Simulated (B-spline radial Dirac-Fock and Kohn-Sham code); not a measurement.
## Kohn-Sham estimates against Dirac-Fock for the levels of Pt¹⁰⁺

System: platinum as Pt¹⁰⁺ in the configuration [Xe] 4f14.

The density-functional columns are spherical, spin-unpolarised Dirac-Kohn-Sham results without Breit or QED terms: −ε is minus the orbital energy of the initial state and ΔSCF the difference of two total energies. The reference in the last column comes from multi-electron Dirac-Fock with separately optimised hole states, Breit and Lamb-shift corrections added in first order. All numbers are from a B-spline atomic structure program, in eV; a selection of levels is shown. For the 1s level of heavy atoms much of the gap between ΔSCF and the reference is the Breit and QED part, -417.0 eV here; for other levels the error of the functional can be larger.

```
level   LDA −ε  LDA ΔSCF  Dirac-Fock
    K  78381.7   78984.8     78579.3
   L1  13904.4   14020.6     14076.9
   L2  13342.2   13490.8     13462.9
   L3  11615.2   11741.3     11753.4
   M1   3395.7    3433.5      3491.5
   M2   3141.9    3182.3      3218.8
   M3   2762.2    2798.9      2838.6
   M4   2336.5    2379.8      2390.3
   M5   2254.5    2296.5      2309.9
   N1    861.7     881.7       916.4
   N2    753.8     773.7       800.1
   N3    663.0     682.0       709.1
   N4    485.4     504.2       518.4
   N5    468.5     487.0       501.4
   N6    240.8     258.7       256.3
   N7    237.2     255.0       253.0
   O1    263.9     275.8       279.6
   O2    227.2     238.6       236.2
   O3    209.3     220.0       218.3
```

For the outermost level NIST gives 220.4 ± 0.9 eV (semi-empirical); the differences from it are LDA −ε -11.10, LDA ΔSCF -0.40, Dirac-Fock -2.12 eV.

Values without a named source are computed, but for edge energies of neutral atoms, which are taken from tables.
